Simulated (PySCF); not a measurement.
Cd(SeH)2, H2CdSe2, SMILES [Cd]([SeH])[SeH] (CAM-B3LYP/def2-SVP optimised geometry):

```
5

Cd    -0.729     0.000     0.000
Se    -0.821     2.456    -0.012
H     -0.833     2.510     1.458
Se    -0.649    -2.456     0.000
H      0.821    -2.456     0.000
```

Computed with PySCF with CAM-B3LYP/def2-TZVP, def2 effective core potentials past Kr.

**Question.** What are the frontier orbital energies and the dipole moment?

**Answer.** HOMO-2 -9.10 eV, HOMO-1 -8.30 eV, HOMO -8.29 eV, LUMO -0.70 eV, LUMO+1 0.07 eV; dipole moment 0.65 D.

On the same geometry PBE/def2-TZVP, def2 effective core potentials past Kr (PySCF) gives HOMO-2 -6.98 eV, HOMO-1 -5.93 eV, HOMO -5.92 eV, LUMO -2.33 eV, LUMO+1 -1.39 eV; dipole moment 0.62 D.
